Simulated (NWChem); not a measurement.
# Basis-set convergence for phosphorus nitride (NP)

SMILES: N#P
```xyz
2

N      0.0000     0.0000     1.0177
P      0.0000     0.0000    -0.4749
```
Charge 0, spin multiplicity 1.

Program: NWChem. The geometry was optimised at B3LYP/def2-SVP, a minimum by its harmonic frequencies.

Quantity: LUMO energy at the level B3LYP.

B3LYP has NWChem's definition, with VWN1-RPA local correlation. The Pople sets run with spherical d functions.

| basis | functions | LUMO energy (eV) |
|---|---|---|
| STO-3G | 14 | [?] |
| cc-pVDZ | 32 | [?] |
| def2-SVPD | 44 | -2.51 |
| aug-pcseg-1 | 50 | -2.66 |
| 6-311++G** | 52 | -2.62 |
| pcseg-2 | 64 | -2.61 |
| cc-pVTZ | 64 | -2.50 |
| def2-TZVPD | 80 | -2.67 |
| cc-pVQZ | 114 | -2.61 |
| def2-QZVP | 127 | -2.67 |

### Question
Some entries are withheld; supply them.

### Answer

- STO-3G, LUMO energy (eV): 2.16
- cc-pVDZ, LUMO energy (eV): -2.16
